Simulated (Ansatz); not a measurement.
Start from `[BH2][GeH2][SiH3]` and change one element to get `[SiH3][GeH2][GaH2]`.

Ansatz, PBE0-D4/def2-TZVP geometries, multiplicity 1. 

Scalar relativity is left out up to krypton.

| property | `[BH2][GeH2][SiH3]` |
| --- | --- |
| HOMO–LUMO gap (PBE0/def2-TZVPP) / eV | 5.45 |
| HOMO energy (PBE0/def2-TZVPP) / eV | -7.88 |
| HOMO–LUMO gap (ωB97M-V/def2-TZVPP) / eV | 9.35 |
| HOMO–LUMO gap (PBE/def2-TZVPP) / eV | 3.46 |
| HOMO energy (B3LYP/def2-TZVPP) / eV | -7.67 |
| HOMO–LUMO gap (B3LYP/def2-TZVPP) / eV | 5.05 |

Problem. Give the same properties after the change, and the shifts. (Estimate.)

Solution. Ansatz gave: 
```json
{"property": "HOMO–LUMO gap (PBE0/def2-TZVPP) / eV", "`[SiH3][GeH2][GaH2]`": "5.25", "shift": "-0.20"}
{"property": "HOMO energy (PBE0/def2-TZVPP) / eV", "`[SiH3][GeH2][GaH2]`": "-7.42", "shift": "0.46"}
{"property": "HOMO–LUMO gap (ωB97M-V/def2-TZVPP) / eV", "`[SiH3][GeH2][GaH2]`": "8.89", "shift": "-0.46"}
{"property": "HOMO–LUMO gap (PBE/def2-TZVPP) / eV", "`[SiH3][GeH2][GaH2]`": "3.48", "shift": "0.02"}
{"property": "HOMO energy (B3LYP/def2-TZVPP) / eV", "`[SiH3][GeH2][GaH2]`": "-7.21", "shift": "0.46"}
{"property": "HOMO–LUMO gap (B3LYP/def2-TZVPP) / eV", "`[SiH3][GeH2][GaH2]`": "4.80", "shift": "-0.25"}
```

With PBE0 the HOMO rises by 0.46 eV and the LUMO rises by 0.26 eV, so the gap narrows by about 0.20 eV. PBE moves the HOMO by 0.41 eV and ωB97M-V by 0.51 eV.

B3LYP here is the variant with VWN-RPA as its local correlation; programs differ in this.
